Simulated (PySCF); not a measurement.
A side-by-side comparison of computed properties.

First species: C₅H₃NS₂.
Geometry (PBE0-D3(BJ)/def2-SVP, Å), atoms numbered from 1 in this order:
```xyz
11
C5H3NS2 angstrom
N      3.6407    0.3067    0.2497
C      2.8251   -0.4350    0.6180
S      1.6866   -1.5354    1.1940
C      0.2042   -0.7425    0.6426
C      0.0225    0.4935    0.0764
C     -1.3495    0.7442   -0.2070
C     -2.1684   -0.2918    0.1489
S     -1.2839   -1.6006    0.8283
H      0.8390    1.1870   -0.1274
H     -1.7137    1.6676   -0.6589
H     -3.2505   -0.3672    0.0526
```

Second species: trans-Hf(NH3)2Br4 (singlet state).
SMILES: `[NH3]->[Hf](<-[NH3])([Br])([Br])([Br])[Br]`

Levels: B3LYP/def2-SVPD for dipole moment, HOMO energy, LUMO energy, HOMO–LUMO gap and static isotropic polarisability; TDDFT B3LYP/def2-SVPD for lowest singlet excitation; TDA B3LYP/def2-SVPD for lowest triplet excitation (Tamm–Dancoff); ΔSCF B3LYP/def2-SVPD for vertical ionisation energy; PBE0-D3(BJ)/def2-SVP for rotational constant A and rotational constant C. Geometries: PBE0-D3(BJ)/def2-SVP. Each structure is a single optimised conformer of the isolated species (atoms past krypton carry core potentials, spin–orbit coupling is left out). Electronic properties by PySCF.

Dipoles, sizes and rotational constants follow the conformer. The torsions of the flexible species, by atom-mapped SMILES:
- `[N:1]#[C:2][S:3][c:4]1[cH:5][cH:6][cH:7][s:8]1`: C2–S3–C4–C5 -8°

Values for the first species:

- Dipole moment: 3.73 D
- HOMO energy: -6.69 eV
- LUMO energy: -1.39 eV
- HOMO–LUMO gap: 5.30 eV
- Lowest singlet excitation: 4.22 eV
- Lowest triplet excitation (Tamm–Dancoff): 3.43 eV
- Static isotropic polarisability: 99.4 au
- Vertical ionisation energy: 8.63 eV
- Rotational constant A: 3.494 GHz
- Rotational constant C: 0.785 GHz

Problem. Estimate the same properties for the second species, and the change in each.

Solution. 
| property | first | second | second less first |
| --- | --- | --- | --- |
| dipole moment | 3.73 D | 0.04 D | -3.69 D |
| HOMO energy | -6.69 eV | -6.93 eV | -0.24 eV |
| LUMO energy | -1.39 eV | -2.26 eV | -0.87 eV |
| HOMO–LUMO gap | 5.30 eV | 4.67 eV | -0.63 eV |
| lowest singlet excitation | 4.22 eV | 3.68 eV | -0.54 eV |
| lowest triplet excitation (Tamm–Dancoff) | 3.43 eV | 3.63 eV | +0.20 eV |
| static isotropic polarisability | 99.4 au | 162.2 au | +62.8 au |
| vertical ionisation energy | 8.63 eV | 8.69 eV | +0.06 eV |
| rotational constant A | 3.494 GHz | 0.406 GHz | -3.088 GHz |
| rotational constant C | 0.785 GHz | 0.240 GHz | -0.545 GHz |

On the first: The dipole equals about 12.4 × 10⁻³⁰ C·m (1 D = 3.33564 × 10⁻³⁰ C·m). The principal polarisabilities are 60.2, 102.3 and 135.7 au; their mean is the isotropic value.

On the second: The principal polarisabilities are 131.0, 177.8 and 178.0 au; their mean is the isotropic value. The polarisability is 24.04 Å³ as a volume (1 au = 0.148185 Å³). Atoms past krypton carry effective core potentials; spin–orbit coupling is left out.
